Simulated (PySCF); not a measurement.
## How methods differ on the ionisation energy of S⁺

S⁺ [Ne] 3s2 3p3 (4S) → S²⁺ [Ne] 3s2 3p2 (3P), as a difference of total energies. All numbers are calculated (PySCF 2.14, no relativity, point nucleus, in aug-cc-pwCVDZ (6s5p3d, 36 functions)). Correlated levels: valence: [Ne] frozen. The calculations carry no spin-orbit coupling.

| method | ionisation energy (eV) |
| --- | --- |
| UHF | 22.726 |
| MP2 (valence) | 23.203 |
| SCS-MP2 (valence) | 23.036 |
| CCSD (valence) | 23.123 |

Question: Estimate what CCSDT (valence) gives.

Answer: 23.132 eV, closest to CCSD (valence) among the rows shown.

Question: Estimate what CCSD(T) (valence) gives.

Answer: 23.133 eV, closest to CCSD (valence) among the rows shown.

A first-order spin-orbit estimate (lowest level to lowest level, LS coupling) adds -0.061 eV.

Errors of the correlated levels include the incompleteness of this basis and the frozen core.

For comparison: 23.338 eV (measured; NIST Atomic Spectra Database, ionization energies).
